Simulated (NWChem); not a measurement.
System: C4H4F2; SMILES C1CC(F)(C=1)F

Output (shortened):

```
             Northwest Computational Chemistry Package (NWChem) 7.3.0
             --------------------------------------------------------

                             Geometry "geometry" -> ""
                             -------------------------

 Output coordinates in angstroms (scale by  1.889725989 to convert to a.u.)

  No.       Tag          Charge          X              Y              Z
 ---- ---------------- ---------- -------------- -------------- --------------
    1 F                    9.0000    -0.02995100    -1.18151300     1.08191700
    2 C                    6.0000    -0.02520400    -0.37485700     0.00000000
    3 F                    9.0000    -0.02995100    -1.18151300    -1.08191700
    4 C                    6.0000    -1.04694600     0.73034300     0.00000000
    5 C                    6.0000    -0.09613700     1.67539100     0.00000000
    6 C                    6.0000     1.07451300     0.71319300     0.00000000
    7 H                    1.0000    -2.13846800     0.72893000     0.00000000
    8 H                    1.0000    -0.13319600     2.76761300     0.00000000
    9 H                    1.0000     1.70643500     0.71224100    -0.90177600
   10 H                    1.0000     1.70643500     0.71224100     0.90177600

 Effective nuclear repulsion energy (a.u.)     238.0096689740

                              NWChem Property Module
                              ----------------------

                                 NWChem DFT Module
                                 -----------------

 Summary of "ao basis" -> "ao basis" (spherical)
 ------------------------------------------------------------------------------
       Tag                 Description            Shells   Functions and Types
 ---------------- ------------------------------  ------  ---------------------
 F                          6-31+g*                  8       18   4s3p1d
 C                          6-31+g*                  8       18   4s3p1d
 H                          6-31+g*                  2        2   2s

            General Information
            -------------------
          SCF calculation type: DFT
          Wavefunction type:  closed shell.
          No. of atoms     :    10
          No. of electrons :    46
           Alpha electrons :    23
            Beta electrons :    23
          Charge           :     0
          Spin multiplicity:     1
          Use of symmetry is: off; symmetry adaption is: off
          Maximum number of iterations: 150
          AO basis - number of functions:   116
                     number of shells:    56
          Convergence on energy requested:  1.00D-06
          Convergence on density requested:  1.00D-05
          Convergence on gradient requested:  5.00D-04

              XC Information
              --------------
                         PBE0 Method XC Functional
                     Hartree-Fock (Exact) Exchange  0.250
          PerdewBurkeErnzerhof Exchange Functional  0.750
            Perdew 1991 LDA Correlation Functional  1.000 local
           PerdewBurkeErnz. Correlation Functional  1.000 non-local

             Grid Information
             ----------------
          Grid used for XC integration:  medium
          Radial quadrature: Mura-Knowles
          Angular quadrature: Lebedev.
          Tag              B.-S. Rad. Rad. Pts. Rad. Cut. Ang. Pts.
          ---              ---------- --------- --------- ---------
          F                   0.50       49          11.0       434
          C                   0.70       49          11.0       434
          H                   0.35       45          11.0       434
          Grid pruning is: on
          Number of quadrature shells:   474
          Spatial weights used:  Erf1

      Superposition of Atomic Density Guess
      -------------------------------------

 Sum of atomic energies:        -351.40340825

      Non-variational initial energy
      ------------------------------

 Total energy =    -354.569643
 1-e energy   =    -954.881114
 2-e energy   =     362.301803
 HOMO         =      -0.314055
 LUMO         =      -0.003413

   convergence    iter        energy       DeltaE   RMS-Dens  Diis-err
 ---------------- ----- ----------------- --------- --------- ---------
 d= 0,ls=0.0,diis     1   -353.9880551337 -5.92D+02  1.80D-02  1.01D+00
 d= 0,ls=0.0,diis     2   -353.9669631391  2.11D-02  9.28D-03  1.55D+00
 d= 0,ls=0.0,diis     3   -354.0981196142 -1.31D-01  1.57D-03  2.63D-02
 d= 0,ls=0.0,diis     4   -354.0998944728 -1.77D-03  4.59D-04  4.18D-03
 d= 0,ls=0.0,diis     5   -354.1002914410 -3.97D-04  1.27D-04  1.66D-04
  Resetting Diis
 d= 0,ls=0.0,diis     6   -354.1003123233 -2.09D-05  2.59D-05  2.09D-06
 d= 0,ls=0.0,diis     7   -354.1003123221  1.18D-09  2.94D-05  2.16D-06
 d= 0,ls=0.0,diis     8   -354.1003116971  6.25D-07  1.86D-05  6.95D-06
 d= 0,ls=0.0,diis     9   -354.1003126050 -9.08D-07  1.15D-06  6.56D-09

         Total DFT energy =     -354.100312604972
      One electron energy =     -958.304026296619
           Coulomb energy =      409.919397721273
    Exchange-Corr. energy =      -43.725353003656
 Nuclear repulsion energy =      238.009668974031

 Numeric. integr. density =       46.000008360036

                       DFT Final Molecular Orbital Analysis
                       ------------------------------------

[...]

 DFT Linear Response polarizability / au
 Frequency  =       0.0000000 / au
              X              Y              Z
 -----------------------------------------------
 X      48.4069041      2.6561434     -0.0000000
 Y       2.6561552     47.6781542     -0.0000000
 Z      -0.0000000     -0.0000000     36.0138517
 -----------------------------------------------
 Eigenvalues =      50.7235489     45.3615094     36.0138517
 Isotropic   =      44.0329700
 Anisotropic =      12.8939009
 -----------------------------------------------

 Magnetic Dipole Response Matrix (nonzero elements):

 Exiting AOResponse driver routine
```

Level: PBE0/6-31+G* (spherical d). The geometry was optimised at PBE0/def2-SVP.

Write an input that gives this output.

Several could match; the one computed here: the input that was run:
```
start job
memory heap 200 mb stack 900 mb global 1100 mb
geometry units angstroms noautosym nocenter noautoz
  F     -0.029951    -1.181513     1.081917
  C     -0.025204    -0.374857     0.000000
  F     -0.029951    -1.181513    -1.081917
  C     -1.046946     0.730343     0.000000
  C     -0.096137     1.675391     0.000000
  C      1.074513     0.713193     0.000000
  H     -2.138468     0.728930     0.000000
  H     -0.133196     2.767613     0.000000
  H      1.706435     0.712241    -0.901776
  H      1.706435     0.712241     0.901776
end
basis spherical
  F library 6-31+g*
  C library 6-31+g*
  H library 6-31+g*
end
dft
  xc pbe0
  iterations 150
end
property
  response 1 0.0
end
task dft property
```
